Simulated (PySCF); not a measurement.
Species: C6H13O2P.
Z-matrix (Å and degrees, GFN2-xTB geometry), rows numbered from 1:
```
C 
C   1  1.5211
C   2  1.5196  1  112.62
P   2  1.8469  1  108.62  3  -124.45
O   4  1.4690  2  114.49  1   -59.31
O   4  1.6177  2  103.72  1   179.94
C   4  1.8214  2  108.16  1    70.18
C   7  1.4964  4  120.34  2    88.70
C   8  1.4921  7   60.25  4   105.06
H   1  1.0887  2  110.73  3   -64.57
H   1  1.0885  2  110.52  3    55.52
H   1  1.0880  2  109.77  3   175.11
H   2  1.0975  1  109.09  3   122.25
H   3  1.0887  2  110.20  1    62.16
H   3  1.0876  2  110.40  1   -57.68
H   3  1.0873  2  110.45  1  -177.75
H   6  0.9593  4  106.41  2   120.57
H   7  1.0821  4  113.41  2   -60.74
H   8  1.0804  7  117.95  9   108.72
H   8  1.0792  7  117.80  9  -107.82
H   9  1.0798  7  118.24  8  -109.06
H   9  1.0806  7  117.57  8   107.97
```

NICS = −σ at a ghost point: NICS(0) at the centroid of the ring atoms, NICS(1) 1 Å to either side along the normal of their mean plane, zz for the tensor component along that normal. Level: GIAO PBE0/pcSseg-1 (PySCF, non-relativistic, gas phase) on the GFN2-xTB geometry, one conformer.

Ring bond lengths (Å), with Mayer bond orders in brackets: C7–C8 1.496 (0.93), C8–C9 1.492 (0.98), C9–C7 1.500 (0.94).

Task: Give the NICS values of each ring in ppm.

Result: 
```tsv
ring	type	NICS(0)	NICS(1), two faces	NICS(1)zz, two faces	rms pucker (Å)	centre to ring atoms, mean (Å)
C7–C8–C9	3-membered carbocycle; formal bonds all single	-44.4	-8.6 / -9.3	-24.2 / -25.0	0.00	0.86
```

Task: What can be read from them?

Result: 
- C7–C8–C9: mean NICS(1)zz -24.6 ppm, shielded. C7, C8, C9 have four or more neighbours, and the NICS criterion for π rings isn't applied. NICS(0) lies 35 ppm below the mean NICS(1).

Task: What is the mean of the two in-plane components of NICS at the first NICS(1) probe listed for ring C7–C8–C9, 1 Å off the ring?

Result: The isotropic value is a third of the trace: (3 × -8.6 − (-24.2))/2 = -0.8 ppm.

Task: List the ring angles and the Hirshfeld charges of the ring atoms.

Result: 
- C7–C8–C9: C7 59.7° (-0.091 e), C8 60.3° (-0.086 e), C9 60.0° (-0.081 e); sum 180.0° against 180° for a flat convex ring.

Task: How shielded are the nuclei of the rings and their hydrogens (means over atoms taken as equivalent)?

Result: 
| atoms | environment | σ isotropic (ppm) | principal values of the symmetric part, first atom (ppm) |
| --- | --- | --- | --- |
| C7 | sp3 carbon bound to phosphorus | 178.9 | 144.6, 170.7, 221.3 |
| C8 | three-membered-ring carbon | 181.0 | 153.6, 177.8, 211.5 |
| C9 | three-membered-ring carbon | 185.9 | 158.0, 180.8, 218.8 |
| H18 | methine hydrogen | 30.92 | 23.8, 29.3, 39.6 |
| H19 | methylene hydrogen | 31.04 | 25.8, 25.8, 41.5 |
| H20 | methylene hydrogen | 30.95 | 25.3, 29.4, 38.2 |
| H21 | methylene hydrogen | 30.97 | 24.8, 26.1, 42.0 |
| H22 | methylene hydrogen | 30.98 | 24.3, 29.6, 39.0 |

Rough CPU time on one thread of a shared machine: about 2 min. This is the whole shielding run at PBE0/pcSseg-1, SCF included.
